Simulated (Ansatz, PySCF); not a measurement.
Complex: NH3 (SMILES N) (first 4 atoms) with H2S (SMILES S); geometry from B3LYP-D3(BJ)/def2-TZVP, rigid monomers moved along the line of their centres of mass till N1···H7 is 2.47 Å.
(charge 0, multiplicity 1):
```xyz
7

N      0.0062     0.1635     0.3251
H     -0.7772    -0.4607     0.1701
H     -0.1930     1.0317    -0.1588
H      0.8211    -0.2526    -0.1111
S      0.7239     0.8695     4.0215
H     -0.2473     0.0597     4.4715
H      0.4458     0.6002     2.7202
```

Counterpoise-corrected where a basis set is named; no monomer relaxation.

Cores are frozen in the correlated methods. CBS: X⁻³ extrapolation of the correlation energy, Hartree–Fock from the larger set.

Programs: Ansatz (Gaussian basis) for Hartree–Fock, density functionals and correlated methods; PySCF for the dispersion terms. Values without a source in brackets are computed.

The comparison value is -3.28 kcal/mol (CCSD(T)/CBS(aug-cc-pV(D+d)Z, aug-cc-pV(T+d)Z)). It is a level with limits of its own, not the exact answer.

Task: Order these levels by how close they come to the comparison value for the interaction energy, closest first: r2SCAN-D4/def2-TZVPPD, PBE-D4/def2-TZVPPD, PBE0-D3(BJ)/def2-TZVPPD. Give each level's value less the comparison value.

Result: r2SCAN-D4/def2-TZVPPD (-0.14 kcal/mol), PBE0-D3(BJ)/def2-TZVPPD (-0.45 kcal/mol), PBE-D4/def2-TZVPPD (-0.66 kcal/mol)

Ansatz is a program for electronic structure.
